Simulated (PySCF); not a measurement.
# One molecule, several mistakes: BClGeH4Si

Calculated results; nothing here was measured. The program is PySCF 2.14.0, an open-source quantum chemistry code, run on an isolated molecule that a program drew, which may never have been made. The molecule is BClGeH4Si (charge 0, singlet), drawn as the SMILES string `[BH2][Ge][SiH2]Cl`.

Each row is a Hartree-Fock (HF) and frozen-core CCSD(T) single point in the cc-pV(D+d)Z basis, meant for a local HF minimum. Run 1 is clean. Each other run has one planted mistake out of seven kinds, and not every kind appears here: one electron removed, one electron added, multiplicity raised by two, geometry at a saddle point, minimal basis STO-3G, one bond length entered in bohr, all coordinates scaled. The reference is restricted for singlets and unrestricted otherwise, and also for a bond in bohr. Adding or removing an electron swaps singlet and doublet. Electrons count all cores. HOMO and LUMO are orbital energies over both spins, the gradient is its largest component, and the lowest frequency (negative if imaginary) is given only where the gradient is small. Bond lengths are over the 7 bonds as drawn. T1 is the CCSD diagnostic: over 0.02 (restricted) or 0.045 (unrestricted) a single reference is doubtful. Germanium has the cc-pVDZ-PP basis, with a core potential (ECP10MDF) in place of its 10 inner electrons, and its 3s, 3p and 3d shells are frozen in CCSD(T).

Geometry of the clean run:
```xyz
8
BClGeH4Si, angstrom
B     0.9478    2.1686    2.4754
Ge    1.5086    0.2050    2.7696
Si    0.3123   -0.4665    0.7149
Cl   -1.5421   -1.0433    1.5062
H     1.6999    2.9204    1.9124
H    -0.0960    2.6066    2.8755
H     0.9008   -1.6510    0.0584
H     0.0355    0.5419   -0.3296
```

| run | electrons | basis functions | <S^2> | HOMO (eV) | LUMO (eV) | gradient (hartree/bohr) | lowest frequency (cm^-1) | mean bond (Å) | longest bond (Å) | T1 | HF (hartree) | CCSD(T) (hartree) | mistake |
|---|---|---|---|---|---|---|---|---|---|---|---|---|---|
| 1 | 72 | 103 | 0.000 | -8.83 | 0.03 | 1.8e-05 | 45 | 1.7128 | 2.471 | 0.0163 | -1068.83053 | -1069.29566 | no fault |
| 2 | 72 | 103 | 0.949 | -8.01 | -0.33 | 1.2e-02 | - | 1.9750 | 3.899 | 0.0189 | -1068.75387 | -1069.18728 | one bond length entered in bohr |
| 3 | 72 | 103 | 0.000 | -8.72 | 0.34 | 8.2e-02 | - | 1.5637 | 2.256 | 0.0165 | -1068.77208 | -1069.23659 | all coordinates scaled |
| 4 | 73 | 103 | 0.762 | -1.58 | 6.31 | 2.8e-02 | - | 1.7128 | 2.471 | 0.0206 | -1068.85798 | -1069.33741 | ? |

**Which mistake was planted in run 4, and what did it cost?**

It counts 73 electrons, one more than the clean run, at the same geometry and basis. So the mistake is: one electron added. Subtracting run 1 and multiplying by 627.51 kcal/mol a hartree, the energy moved by -17.2 kcal/mol in HF and -26.2 kcal/mol in CCSD(T).

